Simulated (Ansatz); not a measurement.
```yaml
crystal:
  periodic: [false, false, false]
  atoms:
    - {symbol: C, position_ang: [-0.249536, -1.119039, 1.675516]}
    - {symbol: C, position_ang: [0.308145, -0.704473, 0.353234]}
    - {symbol: O, position_ang: [1.106259, -0.757498, -0.395646]}
    - {symbol: O, position_ang: [-0.523985, 0.430632, 0.226854]}
    - {symbol: Si, position_ang: [-0.016068, 1.260933, -1.564329]}
    - {symbol: F, position_ang: [-1.000157, 2.273999, -1.742331]}
    - {symbol: H, position_ang: [0.525502, -1.780003, 1.778680]}
    - {symbol: H, position_ang: [-1.234399, -1.291690, 1.706463]}
    - {symbol: H, position_ang: [-0.212069, -0.480041, 2.342024]}
    - {symbol: H, position_ang: [1.142081, 1.904453, -1.252214]}
    - {symbol: H, position_ang: [-0.118772, 0.315563, -2.551479]}
basis:
  gaussian: {orbitals: aug-cc-pVDZ}
hamiltonian: {xc: {name: r2SCAN0}, dispersion: d3bj}
scf: {lower_state_search: full}
relax: {f_tol: 0.0001, max_steps: 1}
output: {forces: true}
```

```sh
$ ansatz run in.yaml --threads 4 --pin off --events-out ev --progress --plain --max-ram 10444MiB
```

Shortened log:

```
Warning: the engine holds no damping parameters fitted to this dispersion correction and functional, so the run takes those fitted to r2scan0 beside the three-body term, which d3bj leaves out (hamiltonian.dispersion, under Limitations)
Functional definition: r2SCAN0
1670 factors; their error is unknown
mean field evaluation 1: about -16827.0110 eV, gradient 7.1e1 eV
mean field evaluation 2: about -16820.5613 eV, gradient 9.0e1 eV
mean field evaluation 4: about -16836.2379 eV, gradient 5.0e0 eV
mean field evaluation 8: about -16836.2875 eV, gradient 1.6e-1 eV
mean field evaluation 16: about -16836.3639 eV, gradient 2.1e-4 eV
mean field -16836.36390161 eV, -618.7249612870 hartree, gradient 3.7e-5 eV, S^2 0.000000; 0 other end points of the search recorded, 0 dependent functions left out
reference -16836.36392637 eV, -618.7249621968 hartree; 28, 28 occupied and 159, 159 virtual orbitals, 1670 factors
relax step   1: F+E_penalty+E_count = -16836.43361176 eV  Δ(F+E_penalty+E_count) = +0.000e0 eV  max|allowed force component| = 1.283e1 eV/Å  Δτ_max = 0.0000 Å  (32 SCF iters, accepted)
Error: geometry relaxation did not converge after 1 steps: max|allowed force component| = 1.28e1 eV/Å (threshold 1.0e-4). Raise `relax.max_steps` over both its present limit and 1, loosen `relax.f_tol`, or start from a geometry closer to equilibrium. Where this run's directory can be resumed (`checkpoint.write`), a resume goes on for up to `relax.max_steps` more
```

Problem. What is wrong with this run?

Solution. The relaxation is allowed too few steps for its threshold. The run did not converge.
